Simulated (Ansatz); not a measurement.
Species: PO, charge 0, multiplicity 2. 
Coordinates optimised at B3LYP-D3(BJ)/def2-TZVP (Ansatz, a quantum-chemistry and plane-wave program):
```xyz
2

P      0.0000     0.0000    -0.5147
O      0.0000     0.0000     0.9651
```
Charge 0, spin multiplicity 2.

Basis-set convergence of Hartree-Fock and CCSD(T) correlation energies (hartree) with Ansatz. Valence correlation only, unless marked. Open shells are spin-unrestricted. Spin-orbit coupling is left out. Non-relativistic.

```tsv
basis	functions	E(HF)	E(corr, CCSD(T))
def2-SVP	32	-415.39255	-0.30366
def2-TZVPP	73	-415.62161	-0.38107
def2-QZVPP	127	-415.63606	-0.40753
```

Extrapolating the two largest sets (X = 3 and 4) as X^-3: E(corr) = (64·(-0.40753) - 27·(-0.38107))/37 = -0.4268 Eh, an estimate of the basis-set limit. The largest set recovers 95.5 % of it, the smallest 71.1 %.
